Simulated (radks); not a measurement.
Q: Valence configurations of Eu (all share [Xe]). Calculated with a radial shooting solver on a logarithmic mesh with Libxc functionals: Dirac Kohn-Sham, LDA (Slater exchange, Perdew-Wang correlation), spin-unpolarised, spherical densities, finite nucleus; open shells fill j = l - 1/2 first; Fermi nuclear charge, rms radius 5.1115 fm. Order these by energy: 4f5 5d1 6s1 6p2; 4f7 6s2; 4f6 6s2 6p1; 4f6 5d1 6s1 6p1; 4f7 5d1 6s1; 4f7 5d2; 4f5 5d2 6p2; 4f6.5 5d0.5 6s2.

A: From the lowest, in eV above it: 4f7 6s2 0.000; 4f6.5 5d0.5 6s2 0.831; 4f7 5d1 6s1 2.075; 4f7 5d2 4.314; 4f6 6s2 6p1 4.722; 4f6 5d1 6s1 6p1 5.452; 4f5 5d2 6p2 17.068; 4f5 5d1 6s1 6p2 17.468. NIST lists [Xe] 4f7 6s2 as the ground configuration; this level of theory agrees among the configurations tried. The energies are those of spherical spin-averaged densities, not of single terms. No valid solution was reached for [Xe] 4f8 6p1; [Xe] 4f8 6s1.
